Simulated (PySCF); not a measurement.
**BeF: one state, many levels of theory**

State: ²Σ⁺ (doublet), unpaired electrons σ ↑. Set-up: basis Be x2c-TZVPPall, F x2c-TZVPPall; spin-free X2C with a Gaussian nucleus; PySCF 2.14. De refers to Be + F in their high-spin ground configurations, without counterpoise correction. The functionals are run spin-unrestricted. A positive dipole means Be(−)F(+).

```json
{"Level": "UHF", "Re (Å)": "1.359", "ωe (cm⁻¹)": "1285", "De (eV)": "4.75", "μ (D)": "-1.28"}
{"Level": "UHF-MP2", "Re (Å)": "1.379", "ωe (cm⁻¹)": "1219", "De (eV)": "6.16", "μ (D)": "n/a"}
{"Level": "UHF-SCS-MP2", "Re (Å)": "1.379", "ωe (cm⁻¹)": "1220", "De (eV)": "5.83", "μ (D)": "n/a"}
{"Level": "UHF-CCSD", "Re (Å)": "1.372", "ωe (cm⁻¹)": "1239", "De (eV)": "5.34", "μ (D)": "n/a"}
{"Level": "UHF-CCSD(T)", "Re (Å)": "1.375", "ωe (cm⁻¹)": "1228", "De (eV)": "5.45", "μ (D)": "n/a"}
{"Level": "PBE", "Re (Å)": "1.382", "ωe (cm⁻¹)": "1195", "De (eV)": "6.18", "μ (D)": "-1.11"}
{"Level": "PBEsol", "Re (Å)": "1.379", "ωe (cm⁻¹)": "1203", "De (eV)": "6.42", "μ (D)": "-1.11"}
{"Level": "BLYP", "Re (Å)": "1.385", "ωe (cm⁻¹)": "1188", "De (eV)": "6.07", "μ (D)": "-1.17"}
{"Level": "BP86", "Re (Å)": "1.385", "ωe (cm⁻¹)": "1187", "De (eV)": "6.11", "μ (D)": "-1.14"}
{"Level": "r²SCAN", "Re (Å)": "1.374", "ωe (cm⁻¹)": "1223", "De (eV)": "6.16", "μ (D)": "-1.17"}
{"Level": "B3LYP", "Re (Å)": "1.373", "ωe (cm⁻¹)": "1225", "De (eV)": "5.94", "μ (D)": "-1.22"}
{"Level": "PBE0", "Re (Å)": "1.370", "ωe (cm⁻¹)": "1236", "De (eV)": "5.91", "μ (D)": "-1.18"}
{"Level": "LC-ωPBE", "Re (Å)": "1.375", "ωe (cm⁻¹)": "1225", "De (eV)": "6.07", "μ (D)": "-1.15"}
```

Task: Which functional lies closest to UHF-CCSD(T) in De, which farthest, and by how much do they differ from it?

Result: Closest is PBE0 (-0.5 pm in Re, +0.7 % in ωe, +0.46 eV in De against UHF-CCSD(T) in the same basis), farthest PBEsol (+0.4 pm in Re, -2.0 % in ωe, +0.97 eV in De). CCSD(T) converges more slowly with the basis than the functionals do and binds too weakly in this one, so the order can change at the basis-set limit.

Task: What does a quarter of exact exchange do here, going from PBE to PBE0?

Result: PBE0 less PBE: -1.2 pm in Re, +3.4 % in ωe, -0.27 eV in De. Exact exchange removes part of the self-interaction that spreads semilocal densities, and in most molecules shortens and stiffens the bond and lowers De; so it does here.

Task: What does the three-parameter hybrid form, with a fifth of exact exchange, do here, going from BLYP to B3LYP?

Result: B3LYP less BLYP: -1.2 pm in Re, +3.1 % in ωe, -0.13 eV in De. Exact exchange removes part of the self-interaction that spreads semilocal densities, and in most molecules shortens and stiffens the bond and lowers De; so it does here.

Correlated steps freeze 1 core orbital. The state was picked by a PBE0 search and need not be the measured ground state.

The whole job (state search and all levels along the bond) took about 1.5 min on 1 thread of Intel Xeon Platinum 8488C (shared host), peak memory 0.65 GiB.
